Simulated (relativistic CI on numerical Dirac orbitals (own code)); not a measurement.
## Slater and spin-orbit integrals, Hf XXVII

These numbers are calculated, not measured: Dirac-Coulomb-Breit CI, KLI orbitals optimised for each configuration, a model potential for QED, unscaled Slater integrals (own radial code, finite nucleus).

Slater integrals F^k, G^k are unscaled and averaged over j, outside the closed core [Ar] 3d10; ζ comes from projecting the Hamiltonian with its Breit term on Σ l·s of the shell.

- 4s2.4p6.4d9.4f: ζ(4d) = 43983, F^2(4d,4f) = 212620, F^4(4d,4f) = 138720, G^1(4d,4f) = 228830, G^3(4d,4f) = 154570, G^5(4d,4f) = 112620, ζ(4f) = 6990.8 cm⁻¹; <r>(4d) = 0.4713, <r^2>(4d) = 0.2541, <r>(4f) = 0.4574, <r^2>(4f) = 0.2397 (bohr units).
- 4s2.4p5.4d10.4f: ζ(4p) = 370560, F^2(4p,4f) = 218270, G^2(4p,4f) = 181470, G^4(4p,4f) = 130960, ζ(4f) = 6970.8 cm⁻¹; <r>(4p) = 0.4604, <r^2>(4p) = 0.24, <r>(4f) = 0.4574, <r^2>(4f) = 0.2397 (bohr units).
- 4s.4p6.4d10.4f: G^3(4s,4f) = 158150, ζ(4f) = 7072.5 cm⁻¹; <r>(4s) = 0.4432, <r^2>(4s) = 0.221, <r>(4f) = 0.4571, <r^2>(4f) = 0.2394 (bohr units).

Averages of the first 10 configurations, taken without configuration mixing, which lowers the lowest level and can move excited configurations by several eV; other configurations of the list can lie among them:

```json
{"Configuration": "4s2.4p6.4d10", "Parity": "even", "States": "1", "Average energy above the lowest level (eV)": "0.1"}
{"Configuration": "4s2.4p6.4d9.4f", "Parity": "odd", "States": "140", "Average energy above the lowest level (eV)": "196.6"}
{"Configuration": "4s2.4p5.4d10.4f", "Parity": "even", "States": "84", "Average energy above the lowest level (eV)": "396.8"}
{"Configuration": "4s.4p6.4d10.4f", "Parity": "odd", "States": "28", "Average energy above the lowest level (eV)": "544.0"}
{"Configuration": "4s2.4p6.4d9.5s", "Parity": "even", "States": "20", "Average energy above the lowest level (eV)": "321.5"}
{"Configuration": "4s2.4p6.4d9.5p", "Parity": "odd", "States": "60", "Average energy above the lowest level (eV)": "378.7"}
{"Configuration": "4s2.4p6.4d9.5d", "Parity": "even", "States": "100", "Average energy above the lowest level (eV)": "456.2"}
{"Configuration": "4s2.4p5.4d10.5s", "Parity": "odd", "States": "12", "Average energy above the lowest level (eV)": "522.7"}
{"Configuration": "4p6.4d10.4f2", "Parity": "even", "States": "91", "Average energy above the lowest level (eV)": "1090.2"}
{"Configuration": "4p6.4d9.4f3", "Parity": "odd", "States": "3640", "Average energy above the lowest level (eV)": "1287.0"}
```
